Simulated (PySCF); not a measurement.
# Structure from 2D NMR

Compound of formula C6H6ClF3O. Correlations simulated from computed shifts and the bond graph:

HSQC (one-bond C–H):
```tsv
δH	δC
2.59	34.7
1.62	11.7
1.61	24.3
1.29	24.3
```

COSY cross peaks (H two or three bonds apart, from the bond graph; peaks can be absent where the dihedral angle is near 90°):
```tsv
δH	δH
2.59	1.61
2.59	1.29
1.61	1.29
```

HMBC (two and three bonds, from the bond graph):
```tsv
δH	δC
2.59	183.8, 135.1, 37.5, 24.3, 11.7
1.62	135.1, 37.5, 34.7, 24.3
1.61	183.8, 135.1, 37.5, 34.7, 11.7
1.29	183.8, 135.1, 37.5, 34.7, 11.7
```

Carbons without hydrogens: δ 183.8, 135.1, 37.5.

- shielding tensors at PBE0/pcSseg-1 (GIAO)
- GFN2-xTB geometry
- code: PySCF
- a single conformation, non-relativistic, one averaged value for each set of equivalent atoms, no solvent model

Referencing at the same level of theory: ¹H (σ = 31.72 ppm), ¹³C (σ = 186.93 ppm) against TMS.

Exchangeable hydrogens are left out of these lists.

Q: Work out the connectivity.

A: SMILES [C@H]1(C(=O)Cl)[C@](C)(C(F)(F)F)C1.

Mapped SMILES: `[CH3:1][C@@:2]1([C:3]([F:4])([F:5])[F:6])[CH2:7][C@H:8]1[C:9](=[O:10])[Cl:11]` (H(Xn): hydrogen on atom n). Ha(C7) is cis to C9 on the ring; Hb(C7) is trans to C9 on the ring.

1. δC 183.8 is C9, a carbonyl carbon.
2. δC 135.1 is C3, a CF3 carbon.
3. δC 37.5 is C2, a three-membered-ring carbon.
4. δC 34.7 is C8, a three-membered-ring carbon (δH 2.59).
5. δC 24.3 is C7, a three-membered-ring carbon (δH 1.61, 1.29).
6. δC 11.7 is C1, a methyl carbon (δH 1.62).
7. HMBC from δH 2.59 reaches the proton-free carbons C9, C3, C2.
8. HMBC from δH 1.62 reaches the proton-free carbons C3, C2.
9. HMBC from δH 1.61 reaches the proton-free carbons C9, C3, C2.
10. HMBC from δH 1.29 reaches the proton-free carbons C9, C3, C2.
11. COSY links 2.59–1.61, 2.59–1.29, 1.61–1.29.

The data come from this structure; uniqueness wasn't tested.

Carbons that carry Cl, above all several Cl atoms, come out too deshielded, partly because spin–orbit coupling is missing. Shifts are as computed. Against solution values, carbons near 30 ppm lie about +3 ppm off and those near 130 ppm about +5 ppm; carbons on Cl a further +6 ppm. Of 1211 compounds with measured shifts, 218 miss one by over three times the rms of a fit or turn the order of signals round; such compounds aren't used in these exercises.
